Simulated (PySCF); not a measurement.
HBiS: bending curve

Level of theory: PBE0 in PySCF with Bi def2-TZVP with ECP60, S def2-TZVP, H def2-TZVP; scalar-relativistic core potentials, no spin–orbit coupling; density-fitted integrals.

Rigid scan from the singlet minimum (Bi–H 1.818 Å, Bi–S 2.305 Å; H–Bi–S 99.0°). Coordinate: the S–Bi–H angle, bonds fixed. Energies in kJ/mol from the minimum.

Problem. Predict the curve at 80, 90, 100, 110, 120, 130, 140, 150, 160, 170, 180.

Solution. 
```json
{"bond angle (°)": "80", "E (kJ/mol)": "26.1", "dipole size (D)": "3.88"}
{"bond angle (°)": "90", "E (kJ/mol)": "5.6", "dipole size (D)": "3.72"}
{"bond angle (°)": "100", "E (kJ/mol)": "0.1", "dipole size (D)": "3.54"}
{"bond angle (°)": "110", "E (kJ/mol)": "7.5", "dipole size (D)": "3.33"}
{"bond angle (°)": "120", "E (kJ/mol)": "26.6", "dipole size (D)": "3.11"}
{"bond angle (°)": "130", "E (kJ/mol)": "56.2", "dipole size (D)": "2.88"}
{"bond angle (°)": "140", "E (kJ/mol)": "95.4", "dipole size (D)": "2.65"}
{"bond angle (°)": "150", "E (kJ/mol)": "143.5", "dipole size (D)": "2.42"}
{"bond angle (°)": "160", "E (kJ/mol)": "199.9", "dipole size (D)": "2.19"}
{"bond angle (°)": "170", "E (kJ/mol)": "263.8", "dipole size (D)": "1.95"}
{"bond angle (°)": "180", "E (kJ/mol)": "332.9", "dipole size (D)": "1.57"}
```

With the bonds held, the linear shape lies 332.9 kJ/mol from the minimum.

With an element this heavy the missing spin–orbit coupling can shift these numbers.

Other isomers or separated fragments may lie lower.
